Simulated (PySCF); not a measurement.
## Two-dimensional NMR puzzle

Compound of formula C₃H₁₁ClSi₃. Correlations simulated from computed shifts and the bond graph:

HSQC (one-bond C–H):
```csv
δH,δC
2.82,29.7
0.44,-12.5
-0.39,-12.5
```

COSY cross peaks (H two or three bonds apart, from the bond graph; peaks can be absent where the dihedral angle is near 90°):
```csv
δH,δH
4.72,4.36
4.72,0.44
4.72,-0.39
4.61,4.56
4.61,2.82
4.61,0.44
4.61,-0.39
4.56,2.82
4.56,0.44
4.56,-0.39
4.36,0.44
4.36,-0.39
0.44,-0.39
```

HMBC (two and three bonds, from the bond graph):
```csv
δH,δC
4.72,-12.5
4.61,"29.7, -12.5"
4.56,"29.7, -12.5"
4.36,-12.5
2.82,-12.5
0.44,"29.7, -12.5"
-0.39,"29.7, -12.5"
```

[PySCF 2.14: σ from GIAO-PBE0/pcSseg-1; geometry from GFN2-xTB; no solvent model; no relativistic terms; rapidly exchanging positions averaged; a single conformation]

δ = σ(ref) − σ, references computed at the same level: 1H and 13C vs TMS.

Exchangeable hydrogens are left out of these lists.

Q: Assemble the structure.

A: SMILES C1(Cl)[SiH2]C[SiH2]C[SiH2]1.

Structure with atom numbers: `[Cl:1][CH:2]1[SiH2:3][CH2:4][SiH2:5][CH2:6][SiH2:7]1` (H(Xn): hydrogen on atom n). Ha(Si3), Ha(C4), Ha(Si5), Ha(C6), Ha(Si7) are cis to Cl1 on the ring; Hb(Si3), Hb(C4), Hb(Si5), Hb(C6), Hb(Si7) are trans to Cl1 on the ring.

1. δC 29.7 is C2, an sp3 CH bonded to Cl and 2 Si (δH 2.82).
2. δC -12.5 is C4/C6, an sp3 CH2 bonded to 2 Si (δH 0.44, -0.39).
3. COSY links 4.72–4.36, 4.72–0.44, 4.72–-0.39, 4.61–4.56, 4.61–2.82, 4.61–0.44.

The shifts were computed for this structure.

Carbons that carry Cl, above all several Cl atoms, come out too deshielded, partly because spin–orbit coupling is missing. Shifts are as computed. Against solution values, carbons near 30 ppm lie about +3 ppm off and those near 130 ppm about +5 ppm; carbons on Cl a further +6 ppm. Of 1211 compounds with measured shifts, 218 miss one by over three times the rms of a fit or turn the order of signals round; such compounds aren't used in these exercises.
